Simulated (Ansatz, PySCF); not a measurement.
Ligands exchanged one at a time, B H-Cl. All species are isolated molecules in the gas phase. Strings in code marks are SMILES.

Quantity: vertical ionisation energy (energy after one electron is removed minus that of the parent at the parent's geometry), in eV.

Level 1: frozen-core MP2/cc-pVQZ // CAM-B3LYP-D3(BJ)/def2-TZVP (Ansatz, a program for electronic structure)
Level 2: minus the HOMO energy of CAM-B3LYP-D3(BJ)/def2-TZVP (PySCF)
Level 3: minus the HOMO energy of HF/STO-3G // CAM-B3LYP-D3(BJ)/def2-TZVP (PySCF)
Level 4: minus the HOMO energy of PBE-D3(BJ)/def2-TZVP // CAM-B3LYP-D3(BJ)/def2-TZVP (PySCF)

| species | level 1 | level 2 | level 3 | level 4 |
|---|---|---|---|---|
| `B` | 13.31 | 11.46 | 12.60 | 8.48 |
| `ClBCl` | 12.27 | 10.66 | 11.31 | 7.83 |
| `BCl` | 11.86 | 10.06 | 10.59 | 7.27 |
